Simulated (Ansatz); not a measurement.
Frontier orbitals of C2H4BClO (`C=C(O)BCl`).

The species carries charge 0 and has multiplicity 1. The geometry is a stationary point of PBE0-D4/def2-TZVP. It is one conformer, not always the lowest. Basis def2-TZVPP, Ansatz.

Orbital energies of one run (eV). Highest occupied ones, from the top: -7.14, -8.28, -9.48, -10.03, -10.51, -11.01, -11.29, -12.57, -13.81, -14.56, -17.28, -21.00, -22.87, -29.23. Empty: -2.14, 0.50, 1.10, 1.52, 1.82, 2.43.

**Question.** Which functional gave them?
A. CAM-B3LYP
B. LDA (SPW92)
C. B3LYP
D. r2SCAN0

**Answer.** C. HOMO energies: B3LYP -7.14, r2SCAN0 -7.52, LDA (SPW92) -6.39, CAM-B3LYP -8.67 eV.

B3LYP here is the variant with VWN-RPA as its local correlation; programs differ in this.
